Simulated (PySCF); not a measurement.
Ga³⁺ (gallium, charge +3) across methods

[Ar] 3d10, closed-shell 1S. Computed with PySCF 2.14 in aug-cc-pV5Z-PP with ECP10MDF, with scalar relativity through the core potential.

```tsv
method	E (hartree)	mean ε 3s (eV)	mean ε 3p (eV)	mean ε 3d (eV)	Σ⟨r²⟩ (bohr²)	⟨S²⟩
LDA	-256.8673	-180.56	-131.99	-53.018	12.12	0.000
M06-L	-257.4121	-186.28	-135.73	-52.587	11.89	0.000
PW91	-257.4234	-180.71	-132.07	-52.849	12.06	0.000
PBE0	-257.3060	-188.84	-138.69	-56.109	11.98	0.000
UHF	-256.32218	-212.56	-157.86	-65.112	11.82	0.000
BP86	-257.4468	-180.64	-132.01	-52.793	12.03	0.000
r2SCAN	-257.2176	-186.03	-135.70	-52.934	11.99	0.000
```

Task: Estimate the same row for PBE.

Result: E (hartree) = -257.3284; mean ε 3s (eV) = -180.58; mean ε 3p (eV) = -131.94; mean ε 3d (eV) = -52.731; Σ⟨r²⟩ (bohr²) = 12.07; ⟨S²⟩ = 0.000.

Energies and moments cover only the electrons outside the core potential.
